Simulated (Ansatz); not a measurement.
`[CH3][SnH2][Cl]`, charge 0, multiplicity 1.

Give a relaxed structure at PBE0-D4/def2-TZVP (Ansatz 0.2.0). (Best estimate.)

Computed: 
Cartesian coordinates in Å:
```
C 0.5218 -0.9359 0.5000
Sn -0.3459 0.6753 -0.5835
Cl -1.4089 2.0147 1.0173
H -0.2619 -1.4748 1.0312
H 1.0305 -1.6168 -0.1835
H 1.2391 -0.5414 1.2187
H 0.7997 1.6880 -1.3381
H -1.5744 0.1909 -1.6621
```
Point group Cs.
